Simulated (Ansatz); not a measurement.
Program: Ansatz. Geometries: PBE0-D4/def2-TZVP. ΔE: electronic, gas phase. CCSD(T)/CBS is the MP2 limit (def2-TZVPP, def2-QZVPP) plus CCSD(T) − MP2 in def2-TZVPP, frozen cores. DFT in def2-TZVPP. B3LYP here is the variant with VWN-RPA as its local correlation; programs differ in this. For Se outer-core shells are correlated without core-valence functions, which leaves a few kJ/mol of doubt a bond. Scalar relativity is left out up to krypton. Each species was taken in one conformer, which may not be the lowest.

Consider the redistribution: `C=C[SiH2][SiH2]F` + `O=C(S)[SeH]` → `F[SiH2][SeH]` + `C=C[SiH2]C(=O)S`.

CCSD(T)/CBS gives -22.4 kcal/mol.

Problem. Another level gave -22.5 kcal/mol. Which?
A. B2PLYP/def2-TZVPP
B. MP2/def2-TZVPP
C. HF/def2-TZVPP
D. B3LYP-D4/def2-TZVPP

Solution. B. MP2/def2-TZVPP -22.5, B3LYP-D4 -20.1, HF/def2-TZVPP -24.4, B2PLYP -21.4 kcal/mol.

Largest T1 diagnostic among the species: 0.016.

From PBE to PBE0 (25 % exact exchange), in def2-TZVPP and without D4, ΔE moves by −1.7 kcal/mol. In def2-TZVPP, CCSD(T) changes the Hartree–Fock value by +3.0 kcal/mol (the triples alone add +0.5 kcal/mol) and MP2 by +2.0 kcal/mol.
